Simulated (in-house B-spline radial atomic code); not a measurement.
Atomic self-consistent-field run: Ne VIII (Ne7+). Level of theory: scalar-relativistic (X2C) PW91, spin-polarised, spherical fractional occupations, Fermi nucleus of rms radius 3.0055 fm; calculated with an all-electron radial atomic-structure program (B-spline basis).

Command:
```bash
python run_scf.py task.json out
```
Settings (nuclear radius in fm, mass in u):
```
Z                10
configuration    [He] 2s1
hamiltonian      x2c
method           pw91,pw91
spin_polarised   True
nucleus          fermi
rms_radius       3.0055
atomic_mass      19.99244
speed_of_light   137.035999084
```

Output (hartree, bohr):
```
 radial grid: 63 intervals, B-splines of order 8, outer radius 5.1948 bohr

 iter        energy (Eh)    residual
    1        -101.876758    5.63e-01
    2        -102.760056    3.50e-02
    3        -102.762747    1.64e-02
    4        -102.763340    7.69e-03
    5        -102.763507    4.93e-04
    6        -102.763508    3.09e-06
    7        -102.763508    7.05e-08

 total energy                      -102.76351
 kinetic                             102.9626
 electron-nucleus                   -215.2447
 Hartree                              16.3769
 exchange-correlation                 -6.8583

 orbital      occ     eigenvalue          <r>       <r^2>       <1/r>       <r^4>     <1/r^2>       r_max
 1s up      1.000       -40.0259     0.156452   0.0329408     9.70677  0.00279733     192.942      0.1022
 1s down    1.000       -39.9414     0.156422   0.0329104     9.70493  0.00278458     192.832      0.1022
 2s up      1.000        -8.3206     0.684788    0.547939     2.15917    0.499692     19.4449      0.5871
```

Cost of the run: 0.08 s on 1 thread of Arm Neoverse V2, with other jobs on the host.
